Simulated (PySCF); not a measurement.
# Cl³⁺ (chlorine, charge +3) across methods

[Ne] 3s2 3p2, high-spin 3P determinant. Computed with PySCF 2.14 in dyall-acv3z (19s12p6d4f, 113 functions), with no relativity, point nucleus.

```tsv
method	E (hartree)	mean ε 3s α (eV)	mean ε 3s β (eV)	mean ε 3p α (eV)	Σ⟨r²⟩ (bohr²)	⟨S²⟩
PBE	-457.1666	-59.760	-56.787	-46.273	11.50	2.003
LC-wPBE	-457.2183	-65.509	-61.652	-51.276	11.49	2.004
PW91	-457.3349	-59.824	-56.875	-46.345	11.49	2.003
PBE0	-457.2018	-62.368	-58.392	-48.159	11.50	2.004
r2SCAN	-457.3146	-60.707	-56.924	-46.887	11.52	2.006
M06-2X	-457.3457	-64.207	-60.085	-49.560	11.51	2.003
UHF	-456.79499	-69.306	-61.666	-53.022	11.60	2.010
LDA	-455.8456	-59.674	-56.996	-46.161	11.51	2.001
```
